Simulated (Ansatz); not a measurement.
Reactions of CH$_{5}$ClOSi, SMILES `OC[SiH2]Cl`.

Isolated molecules relaxed with PBE0-D4/def2-TZVP in Ansatz; ΔE leaves out vibrations. CCSD(T)/CBS adds triple-zeta CCSD(T) − MP2 to the extrapolated MP2 energy (def2 sets, frozen cores). This one scheme is used for every species. Functionals use def2-TZVPP. For Ge outer-core shells are correlated without core-valence functions, which leaves a few kJ/mol of doubt a bond. Scalar relativity is left out up to krypton. Each species was taken in one conformer, which may not be the lowest.

| reaction | PBE0-D4 (kcal/mol) | ωB97X-V (kcal/mol) | CCSD/CBS(def2) (kcal/mol) | B2PLYP (kcal/mol) | CCSD(T)/CBS(def2) (kcal/mol) |
| --- | --- | --- | --- | --- | --- |
| `OC[SiH2]Cl` + H–F → `OC[SiH2]F` + HCl | -5.8 | -8.2 | -7.8 | -9.1 | -7.2 |
| `OC[SiH2]Cl` + `C[SiH2]O` → `C[SiH2]O[SiH2]Cl` + CH₃OH | -30.2 | -31.8 | -33.3 | -32.8 | -32.5 |
| `OC[SiH2]Cl` + `BN` → `NBC[SiH2]Cl` + H₂O | -30.7 | -28.8 | -31.5 | -28.9 | -31.7 |
| `OC[SiH2]Cl` + `C1N[SiH2]O1` → `OCN1CO[SiH2]1` + `[SiH3]Cl` | 4.5 | 3.9 | 4.6 | 4.1 | 4.7 |
| `OC[SiH2]Cl` + `[NH2][GeH3]` → `Cl[SiH2][NH][GeH3]` + CH₃OH | -19.4 | -20.2 | -21.6 | -20.9 | -21.2 |
| `OC[SiH2]Cl` + `CBO` → `CBOCO` + `[SiH3]Cl` | 9.0 | 7.5 | 8.7 | 7.7 | 8.9 |
| `OC[SiH2]Cl` + CH₃NH₂ → `CN[SiH2]Cl` + CH₃OH | -17.6 | -18.3 | -19.1 | -19.2 | -18.8 |

Largest T1 diagnostic: 0.012, for `BN`.
